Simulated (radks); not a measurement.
Excited configurations of Ta II: one electron is placed in a higher orbital outside [Xe] 4f14 5d3. The ground configuration is [Xe] 4f14 5d3 6s1. Method: scalar-relativistic Kohn-Sham, r2SCAN, spin-polarised, spherical densities, finite nucleus; open shells are filled with parallel spins first (spin-orbit coupling, left out, can overturn this in heavy ions); meta-GGA in the generalised Kohn-Sham scheme; Fermi nuclear charge, rms radius 5.3507 fm; computed with a radial shooting solver on a logarithmic mesh with Libxc functionals. Excitation = E - E(ground); binding = E(ion) - E, where the ion is the core of charge +2; n* = 2/sqrt(2 binding) in atomic units, and the quantum defect is n - n*.

outer orbital  excitation (eV)  binding (eV)  quantum defect  eigenvalue (eV)
5f                      12.150         3.525           1.071           -2.453
6p                       5.600        10.075           3.676           -7.739
6d                      10.487         5.188           2.761           -3.820
6f                      13.305         2.370           1.208           -1.784
7s                       9.293         6.382           4.080           -5.120
7p                      10.797         4.878           3.660           -3.880
7d                      12.590         3.085           2.800           -2.392
7f                      13.997         1.678           1.305           -1.306

The Delta-SCF ionisation energy is 15.675 eV (NIST Atomic Spectra Database: 16.2 eV, semi-empirical). Self-interaction in the functional shifts the binding energies and quantum defects, so they are the method's values and not measured ones. Open shells are spherical and high-spin; term and fine-structure splittings are not resolved. Spin-orbit splitting is averaged out at the scalar-relativistic level.
